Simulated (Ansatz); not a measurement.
`C[CH](C)[Ge][F]` and `C[CH](C)[MgH]` differ in one atom or group.

Ansatz, PBE0-D4/def2-TZVP geometries, multiplicity 1. Each molecule was computed in one conformer, which needn't be the lowest.

Scalar relativity is left out up to krypton.

```tsv
property	`C[CH](C)[Ge][F]`
size of the dipole moment (ωB97M-V/def2-TZVPP) / D	2.09
LUMO energy (ωB97M-V/def2-TZVPP) / eV	-0.40
LUMO energy (PBE/def2-TZVPP) / eV	-3.17
size of the dipole moment (PBE/def2-TZVPP) / D	1.97
ideal-gas entropy at 298 K and 1 bar (rigid rotor, harmonic PBE0-D4/def2-TZVP) / J/(mol·K)	367
HOMO–LUMO gap (ωB97M-V/def2-TZVPP) / eV	8.12
```

Task: What does the change do to each property? (Best estimate.)

Result: Computed: 
```tsv
property	`C[CH](C)[MgH]`	shift
size of the dipole moment (ωB97M-V/def2-TZVPP) / D	0.50	-1.59
LUMO energy (ωB97M-V/def2-TZVPP) / eV	0.79	1.19
LUMO energy (PBE/def2-TZVPP) / eV	-1.03	2.14
size of the dipole moment (PBE/def2-TZVPP) / D	0.55	-1.42
ideal-gas entropy at 298 K and 1 bar (rigid rotor, harmonic PBE0-D4/def2-TZVP) / J/(mol·K)	328	-39
HOMO–LUMO gap (ωB97M-V/def2-TZVPP) / eV	9.01	0.89
```

With PBE0 the HOMO rises by 0.37 eV and the LUMO rises by 2.02 eV, so the gap widens by about 1.65 eV. PBE moves the HOMO by 0.37 eV and ωB97M-V by 0.31 eV. Dipoles are sizes alone; their direction can turn. Modes under 60 cm⁻¹, often nearly free rotors, make the harmonic entropy too high.
